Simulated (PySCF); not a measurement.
Gas-phase thermal properties of MoO3

Method: PySCF energies (xtb for GFN2) plus ideal-gas RRHO corrections (1 bar). Table values come from the NASA 1993 polynomials. S°(298 K) at PBE0/def2-TZVP differs from the NASA 1993 table for MoO3 (+7 J/mol/K); whether the harmonic model or the table's entry is off was not settled. All species are closed-shell singlets. Mo: scalar-relativistic def2 core potential, no spin-orbit coupling. The harmonic model lacks anharmonicity and excited electronic states, which grow with temperature; levels with a mode under 35 cm⁻¹ are left out. Strong static correlation: MoO3. The table's entry may be an old estimate for MoO3 (not checked at source).

```tsv
level	point group	σ	ZPE (kJ/mol)	S°298 (J/mol/K)	Cp298 (J/mol/K)	S°1000 (J/mol/K)	H1000 − H298 (kJ/mol)
table	-	-	-	276.6	59.6	363.1	51.5
GFN2-xTB	C3v	3	19.6	289.0	62.6	377.5	52.5
PBE/def2-SVP	C3v	3	22.8	284.7	59.3	370.4	51.1
PBE0/def2-TZVP	C3v	3	23.9	283.7	58.3	368.5	50.6
```
σ: rotational symmetry number. Electronic degeneracy used: 1. Frequencies are unscaled.
